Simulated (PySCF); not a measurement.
Excitation energy of H by level of theory

H 1s1 (2S) → H 2p1 (2P), as a difference of total energies. All numbers are calculated (PySCF 2.14, no relativity, point nucleus, in aug-cc-pVQZ). The calculations carry no spin-orbit coupling.

| method | excitation energy (eV) |
| --- | --- |
| UHF | 10.856 |
| LDA | 10.032 |
| PBE | 10.307 |
| PBE0 | 10.439 |
| r2SCAN | 10.484 |
| M06-L | 10.283 |
| wB97X-V | 10.677 |
| MN15 | 11.254 |
| HSE06 | 10.441 |

The promoted electron is Rydberg-like, and one or two diffuse shells describe it only roughly, which tends to raise the upper state.

For comparison: 10.199 eV (measured; NIST levels, between the centres of gravity of the two terms).
